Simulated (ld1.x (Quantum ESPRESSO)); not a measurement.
H, TM: configuration errors across variants

hydrogen (H), norm-conserving Troullier–Martins (Kleinman–Bylander form), made with ld1.x (Quantum ESPRESSO) 7.5 (LDA (PZ), scalar-relativistic). Core none, reference 1s0.5 (charge +0.5). Waves: 1s (bound): rc 1.00 bohr; 2p channel at -0.15 Ry: rc 0.90 bohr. Local part: all-electron potential smoothed inside 0.75 bohr (lloc = -2). Core correction: none.

All-electron excitation energies from the reference (eV): (1) 1s1 -4.645; (2) 1s0.5 spin -0.387; (3) 1s1 spin -5.542.

Spin tests fill each open shell by Hund’s rule, majority spin first.

1 further variants failed, have other tests or another functional or relativity, and are left out.

Errors AE − PS in meV (a dash: test not solved or not reliable):

```csv
change,(1),(2),(3),bound ghosts
base,+0.5,-1.0,-1.0,none
"all radii scaled by about 1.08 (s 1.08, p 0.98 bohr); local potential all-electron potential smoothed inside 0.82 bohr (lloc = -2)",+0.7,-1.4,-1.3,none
local potential all-electron potential smoothed inside 0.46 bohr (lloc = -2),+0.5,-1.0,-1.0,none
wave 2p channel at -0.15 Ry: rc 0.90 bohr becomes 2p channel at 0.29 Ry: rc 0.90 bohr,+0.5,-1.0,-1.0,none
local potential the s channel,+0.4,-1.0,-1.1,none
"type PAW; waves now 1s (bound): rcut 0.85, rcutus 1.00 bohr; 1s channel at 2.75 Ry: rcut 0.85, rcutus 1.00 bohr; 2p channel at -0.15 Ry: rcut 0.80, rcutus 0.90 bohr; 2p channel at 0.85 Ry: rcut 0.80, rcutus 0.90 bohr; local potential all-electron potential smoothed inside 0.85 bohr (lloc = -1); augmentation BESSEL, radius 0.65 bohr",0.0,0.0,0.0,none
wave 2p channel at -0.15 Ry: rc 0.90 bohr becomes 2p channel at -0.15 Ry: rc 0.64 bohr,+0.5,-1.0,-1.0,none
local potential the p channel,+0.5,-1.0,-1.0,none
wave 1s (bound): rc 1.00 bohr becomes 1s (bound): rc 1.04 bohr,+0.6,-1.2,-1.2,none
"all radii scaled by about 0.78 (s 0.78, p 0.70 bohr); local potential all-electron potential smoothed inside 0.58 bohr (lloc = -2)",+0.2,-0.4,-0.4,none
```

(1) Give the same row for: wave 1s (bound): rc 1.00 bohr becomes 1s (bound): rc 1.18 bohr.

Answers

(1) +1.1, -2.0, -1.9; bound ghosts: none.
